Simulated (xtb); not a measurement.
C3H7 (SMILES [CH2-]CC), charge -1, singlet, geometry from GFN2-xTB. Base run: GFN2-xTB in xtb.

Geometry (Å):
```xyz
10

C      0.0019     0.1045     0.5664
C     -0.0017     1.4177    -0.1920
C      0.0001    -1.2283    -0.2519
H     -0.8808     0.0612     1.2299
H      0.8892     0.0625     1.2239
H      0.0029    -2.1229     0.3886
H      0.8855     1.3889    -0.8983
H     -0.8937     1.3876    -0.8923
H     -0.8848    -1.2712    -0.8902
H      0.8806    -1.2698    -0.8963
```
Charge -1, spin multiplicity 1.
All else is at xtb's defaults.
Base energy -10.05877 Eh.

Each row names what was changed in the base input (with any setting that the change needs).

```
change         ΔE vs base (kJ/mol)  HOMO-LUMO gap (eV)  G_solv (kcal/mol)  SCF cycles
-------------  -------------------  ------------------  -----------------  ----------
base                          0.00                8.44                  -          10
alpb = hexane               -159.9                8.79             -38.62          10
alpb = dmf                  -236.5                8.85             -57.35          10
etemp = 10000                -3.12                8.51                  -          10
gbsa = thf                     ___                 ___                ___          10
```

Task: What belongs in the gaps?

Result: 
- gbsa = thf, ΔE vs base (kJ/mol): -218.2
- gbsa = thf, HOMO-LUMO gap (eV): 8.93
- gbsa = thf, G_solv (kcal/mol): -53.79

ALPB and GBSA are two models with their own fitted parameters for each solvent, which aren't always the measured dielectric constant.
